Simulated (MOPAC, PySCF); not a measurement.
H₃Ga, SMILES `[GaH3]`, neutral singlet in the gas phase. 

Cartesian coordinates (Å):
```xyz
4

Ga     0.0000     0.0000    -0.0001
H     -0.2679     1.5450     0.0021
H     -1.2041    -1.0046     0.0064
H      1.4720    -0.5404    -0.0085
```
Charge 0, multiplicity 1.

All levels are single points at this geometry (PBE0-D3(BJ)/def2-TZVP); Pople sets use spherical d functions. Orbital energies aren't observables, and empty levels follow the basis.

PBE0-D3(BJ)/def2-TZVP in PySCF gives HOMO (eV) = -8.59.

**Question.** Estimate the HOMO (eV) from each of these levels: PBE-D3(BJ)/def2-TZVP in PySCF; B3LYP/3-21G in PySCF; B3LYP/6-31G* in PySCF; B3LYP/LANL2DZ in PySCF; M06-2X/6-31G* in PySCF; PBE/6-31G* in PySCF; SVWN5/6-31G* in PySCF; HF/3-21G in PySCF; HF/6-31G* in PySCF; HF/STO-3G in PySCF; PM3 in MOPAC; PM6 in MOPAC.

**Answer.** 
```csv
level,HOMO (eV)
PBE-D3(BJ)/def2-TZVP in PySCF,-7.35
B3LYP/3-21G in PySCF,-8.29
B3LYP/6-31G* in PySCF,-8.42
B3LYP/LANL2DZ in PySCF,-8.52
M06-2X/6-31G* in PySCF,-9.72
PBE/6-31G* in PySCF,-7.38
SVWN5/6-31G* in PySCF,-7.41
HF/3-21G in PySCF,-11.51
HF/6-31G* in PySCF,-11.65
HF/STO-3G in PySCF,-6.90
PM3 in MOPAC,-11.85
PM6 in MOPAC,-12.29
```
